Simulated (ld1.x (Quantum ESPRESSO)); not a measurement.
## Ce (Z = 58): one change to a TM semilocal potential, before and after

```
Element                 : cerium (Ce)
Generator               : ld1.x (Quantum ESPRESSO) 7.5
Type                    : norm-conserving Troullier–Martins (semilocal form)
Functional              : revPBE
Relativity              : scalar-relativistic
Frozen core             : [Xe]
Valence charge          : 4
Reference configuration : 4f1 5d1.5 6s1.5 6p0
Partial waves           : 6s (bound): rc 3.55 bohr; 6p (bound, empty): rc 4.20 bohr; 5d (bound): rc 2.15 bohr; 4f (bound): rc 0.80 bohr
Local potential         : the f channel
Core correction         : Bessel-smoothed model core inside 0.65 bohr
```

All-electron outer shells of the reference configuration (revPBE, scalar-relativistic, ld1.x):

| shell | level (eV) | outermost node (bohr) | outermost maximum (bohr) |
| --- | --- | --- | --- |
| 5s | -39.73 | 0.75 | 1.37 |
| 5p | -22.44 | 0.81 | 1.55 |
| 4f | -4.50 | – | 0.71 |
| 6s | -3.40 | 1.82 | 3.82 |
| 5d | -2.52 | 0.92 | 2.18 |
| 6p | -1.17 | 2.17 | 5.03 |

Change: all radii but the core radius scaled by about 1.16 (s 4.12, p 4.86, d 2.50, f 0.92 bohr).

Cutoffs: the cutoffs (Ry, on a coarse ladder) from which the occupation-weighted sum of valence levels, in a spherical-Bessel basis at the reference potential, stays within 10 and 1 mRy of its value at 400 Ry; they do not see the model core or the augmentation charge, which bear on the density cutoff. Errors are all-electron minus pseudo energies relative to the spin-unpolarised reference configuration.

Question: What does the change do?

Answer: The number of tests that count goes from 7 to 6; of the 6 tests that both files solve, the error grows in 1 and shrinks in 0 by more than 15 % and 0.3 meV (median size 38.8 → 43.9 meV); neither file shows a bound ghost at the reference potential, the only one tested. A semilocal file is local in each channel, so a ghost entry of none says nothing of the separable form that plane-wave codes build from it.

```csv
quantity,base,changed
bound ghosts,none,none
"tests counted (converged, no solver errors)",7 of 7,6 of 7
"error for 4f1 5d1 6s2 6p0, meV [ΔE -0.39 eV]",-15,-13
"error for 4f1 5d1 6s1 6p0, meV [ΔE 5.61 eV]",-15,-14
"error for 4f1 5d1 6s0 6p0, meV [ΔE 16.56 eV]",-71,-76
"error for 4f1 5d1 6s0 6p2, meV [ΔE 4.53 eV]",-63,-74
"error for 4f1 5d0 6s0 6p0, meV [ΔE 35.68 eV]",-475,-494
"error for 4f1 5d2 6s1 6p0, meV [ΔE 0.49 eV]",-13,-12
```

Base: These tests converged, but a pseudo level misses the all-electron one widely, so the file describes the atom poorly there or has found another state: 4f2 5d1 6s0 6p0: 4f by 1.3 eV. Changed file: Tests not counted: 4f2 5d1 6s0 6p0 (solver errors, printed error -55.1 eV).
